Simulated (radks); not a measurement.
Problem. The table gives one normalised radial function P(r) = r R(r) of Pb3+ in [Xe] 4f14 5d10 6s1 (r in bohr). All-electron calculation, scalar-relativistic Kohn-Sham, LDA (Slater exchange, VWN5 correlation), spin-unpolarised, spherical densities, finite nucleus; Fermi nuclear charge, rms radius 5.5012 fm. Program: a radial shooting solver on a logarithmic mesh with Libxc functionals.

| r | P |
|---|---|
| 0.0008222 | 0.0000 |
| 0.001105 | 0.0000 |
| 0.001474 | 0.0000 |
| 0.001982 | 0.0000 |
| 0.002665 | 0.0000 |
| 0.003583 | 0.0000 |
| 0.004817 | 0.0000 |
| 0.006477 | 0.0000 |
| 0.008639 | 0.0001 |
| 0.01161 | 0.0003 |
| 0.01562 | 0.0009 |
| 0.02099 | 0.0025 |
| 0.02823 | 0.0070 |
| 0.03795 | 0.0188 |
| 0.05062 | 0.0464 |
| 0.06805 | 0.1103 |
| 0.09149 | 0.2408 |
| 0.123 | 0.4729 |
| 0.1654 | 0.8162 |
| 0.2223 | 1.2068 |
| 0.2966 | 1.4833 |
| 0.3987 | 1.4990 |
| 0.5361 | 1.2150 |
| 0.7207 | 0.7715 |
| 0.969 | 0.3695 |
| 1.292 | 0.1312 |
| 1.738 | 0.0305 |
| 2.336 | 0.0043 |
| 3.141 | 0.0003 |
| 4.223 | 0.0000 |
| 5.677 | 0.0000 |

Which n and l does it have? It may be an empty orbital.

Solution. n = 4, l = 3: the number of nodes gives n - l - 1 = 0, the rise at small r (about r^(l+1), flatter next to the nucleus through relativity) gives l, and the extent must fit the shell. The curve is that of 4f. 4f: eigenvalue -162.20 eV, 0 radial nodes, <r> = 0.454 bohr, 90 % of the charge inside 0.721 bohr.
